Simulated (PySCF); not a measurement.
The vertical singlet excitations below were computed for one of the candidates. Computed with TDDFT B3LYP/def2-SVPD, vertical, gas phase, core orbitals frozen in the response in PySCF. Geometries: GFN2-xTB, one conformer each.

| state | λ (nm) | f |
| --- | --- | --- |
| S1 | 210.9 | 0.0030 |
| S2 | 185.1 | 0.108 |
| S3 | 179.7 | 0.035 |
| S4 | 176.5 | 0.0025 |
| S5 | 174.2 | 0.118 |
| S6 | 170.3 | 0.0077 |
| S7 | 167.1 | 0.0017 |
| S8 | 165.5 | 0.0096 |

Triplets computed (Tamm–Dancoff): 4.38, 5.60, 6.68 eV.

Question: Which candidate is it? All have the formula C6H9FO.
A. `CCO[C@@H]1C/C1=C/F`
B. `O=C1CC[C@@H](CF)C1`
C. `C=C(F)C(=O)C(C)C`
D. `C=C1C[C@@H](O)[C@H](F)C1`

Answer: A. Its S1 lies at 5.88 eV; the nearest of the others has S1 at 6.53 eV. S1 is HOMO-1→LUMO (53%), HOMO→LUMO (45%). Löwdin shares by element: HOMO carbon 46% or more, oxygen 25%, fluorine 10% (atoms not listed hold the other 19%); LUMO carbon 67% or more (atoms not listed hold the other 33%). At the same level the other candidates give, for their lowest levels:
- `O=C1CC[C@@H](CF)C1`: 294 nm (f 0.000); 194 nm (f 0.011); 178 nm (f 0.005); 172 nm (f 0.004); 172 nm (f 0.008); T1 3.71 eV; HOMO -7.05, LUMO -1.06 eV
- `C=C(F)C(=O)C(C)C`: 336 nm (f 0.001); 226 nm (f 0.228); 192 nm (f 0.001); 189 nm (f 0.028); 178 nm (f 0.004); T1 3.22 eV; HOMO -7.44, LUMO -2.19 eV
- `C=C1C[C@@H](O)[C@H](F)C1`: 190 nm (f 0.191); 186 nm (f 0.027); 186 nm (f 0.004); 180 nm (f 0.004); 176 nm (f 0.006); T1 4.20 eV; HOMO -7.10, LUMO -0.35 eV

Conformer computed: `[CH3:1][CH2:2][O:3][C@@H:4]1[CH2:5]/[C:6]1=[CH:7]/[F:8]`: C1–C2–O3–C4 179°, C2–O3–C4–C5 148°.
